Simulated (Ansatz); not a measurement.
BeClH (SMILES [BeH][Cl]), charge 0, multiplicity 1, relaxed at each level with Ansatz (a quantum-chemistry and plane-wave program); harmonic frequencies from differences of analytic forces, average atomic masses, frozen cores.

```
level                harmonic frequencies (cm⁻¹)  ZPE (eV)  cost over PBE/def2-TZVPP (rough)
-------------------  ---------------------------  --------  --------------------------------
PBE/def2-TZVPP                  511 511 799 2133     0.245                                ×1
B3LYP/def2-TZVPP                530 530 806 2192     0.252                                ×1
wB97X-V/def2-TZVPP              529 529 815 2192     0.252                                ×3
MP2/cc-pV(T+d)Z                 519 519 826 2224     0.253                                ×2
CCSD(T)/cc-pV(D+d)Z             529 529 828 2182     0.252                                ×1
CCSD(T)/cc-pV(T+d)Z             514 514 823 2189     0.250                               ×10
```
